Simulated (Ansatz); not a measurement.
Which method gave which barrier?

Saddle point of GaNH₆, closed shell (GaNH₄ ([NH2][GaH2]) + H₂ → GaH₃ + NH₃ (still joined by a long Ga–N bond); bonds formed: Ga1–H6, N2–H5; bonds broken: H5–H6; bonds weakened to dative contacts: Ga1–N2), PBE0-D4/def2-TZVP structure:

```
8
angstrom
Ga -0.8020 0.3346 -0.4317
N 1.0562 -0.0312 0.1307
H -1.2116 -0.4015 -1.7449
H -1.3884 1.6477 0.1732
H 0.0301 -0.7533 0.8094
H -0.9294 -0.9447 0.9248
H 1.6740 -0.5299 -0.4937
H 1.5711 0.6784 0.6324
```

Computed with Ansatz 0.2.0 (basis: def2-TZVPP, with def2-QZVPP for the basis limit); correlated methods freeze the cores. Filled d shells of the heavier atoms are correlated. The def2 sets are not built for correlating such inner shells, so the correlated values are less sure here. B3LYP uses VWN-RPA correlation. Extrapolation: Hartree–Fock as exp(−7.88 √X), correlation as X^−2.97. Four methods, as single points on the PBE0-D4 structures, gave these electronic barriers from the start structure: 0.825, 1.034, 1.117, 1.443 eV.

**Question.** The methods were, in alphabetical order, B3LYP-D4, BHLYP-D4, HF, PBE-D4. Which gave which? (A judgement: the text doesn't fix the answer.)

**Answer.** Computed: PBE-D4 0.825; B3LYP-D4 1.034; BHLYP-D4 1.117; HF 1.443 eV. For comparison, CCSD(T) at an estimated basis limit (MP2 extrapolated from triple and quadruple zeta, plus CCSD(T) − MP2 in triple zeta) gives 1.095 eV.

T1 diagnostic: at most 0.015.

Labels in which every atom is bracketed show which atoms are joined, not bond orders.

For scale, one of the runs: CCSD(T)/def2-TZVPP, 163 basis functions, launched by `ansatz run in.yaml --threads 2 --pin off --events-out ev --progress --plain --max-ram 4352MiB`. Hardware: 2 CPU threads of an Intel Xeon Platinum 8375C, shared host. Wall time 34 s; peak host memory 1.2 GiB.
